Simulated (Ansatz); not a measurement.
Geometry optimisation, RKS PBE/def2-SVP in Ansatz.

The input (input.yaml):

```yaml
crystal:
  periodic: [false, false, false]
  atoms:
    - { symbol: B, position_ang: [0.073001, 0.47219, -0.44183] }
    - { symbol: Cl, position_ang: [0.204433, -0.036826, 2.577291] }
    - { symbol: "N", position_ang: [1.332457, 0.047365, -0.88372] }
    - { symbol: H, position_ang: [1.511887, -0.902409, -1.198519] }
    - { symbol: H, position_ang: [2.16136, 0.631216, -0.813762] }
    - { symbol: F, position_ang: [-1.011963, -0.307721, -0.539724] }
    - { symbol: F, position_ang: [-0.110506, 1.720127, 0.015837] }
    - { symbol: H, position_ang: [-0.229869, 1.104759, 2.040126] }
basis:
  gaussian: { orbitals: def2-SVP }
hamiltonian:
  xc: pbe
relax:
  f_tol: 0.03
  max_steps: 50
```

Command:

```bash
$ ansatz run input.yaml --threads 2 --pin off --max-ram 3072MiB --backend cpu --events-out ev --progress --plain --runs-dir out
```

Where does it end, and by what steps?

The forces met the threshold. After 9 steps the energy has fallen by 0.072 eV; Cl2 moved furthest, 0.52 Å.

| step | energy less start (eV) | largest force component (eV/Å) | accepted |
| --- | --- | --- | --- |
| 0 | 0.0000 | 0.788 | yes |
| 1 | -0.0325 | 0.748 | yes |
| 2 | 0.0222 | 1.433 | no |
| 3 | -0.0557 | 0.300 | yes |
| 4 | -0.0646 | 0.165 | yes |
| 5 | -0.0691 | 0.163 | yes |
| 6 | -0.0699 | 0.119 | yes |
| 7 | -0.0713 | 0.053 | yes |
| 8 | -0.0715 | 0.035 | yes |
| 9 | -0.0715 | 0.012 | yes |

```xyz
8
Properties=species:S:1:pos:R:3
B 0.068 0.418 -0.527
Cl 0.090 0.200 3.025
N 1.343 0.043 -0.964
H 1.515 -0.835 -1.449
H 2.175 0.597 -0.771
F -1.017 -0.328 -0.761
F -0.118 1.584 0.144
H -0.124 1.049 2.060
```

Whether the end is a true minimum wasn't checked by a vibrational analysis.

Time of the run: 16 s on 2 threads of Intel(R) Xeon(R) Platinum 8259CL CPU @ 2.50GHz (Skylake/Cascade Lake) (shared host), peak memory 0.17 GiB.
